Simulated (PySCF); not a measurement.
System: C4H5SSi, net charge -1, singlet state. It need not be the lowest isomer of its formula. Whether it binds its extra electron was not tested at this geometry. SMILES: c1([SiH3])s[c-]cc1
Geometry: optimised at B3LYP-D3(BJ)/def2-TZVP (Ansatz).

Dispersion corrections to the total energy (kcal/mol) from the dftd3 and dftd4 libraries through PySCF: D3(BJ) without and D4 with the three-body term, each with the damping fitted for the functional named.

| functional | D3(BJ) | D4 |
|---|---|---|
| revPBE | -18.54 | -26.60 |
| B2GP-PLYP | -5.91 | -3.77 |
| CAM-B3LYP | -6.44 | -7.65 |
| BP86 | -13.00 | -12.06 |
| HF | … | -31.25 |
| B3LYP | -13.77 | … |
| PW6B95 | … | -7.65 |

Problem. Some entries are withheld; supply them.

Solution. 
- HF, D3(BJ): -60.34
- B3LYP, D4: -14.35
- PW6B95, D3(BJ): -4.32
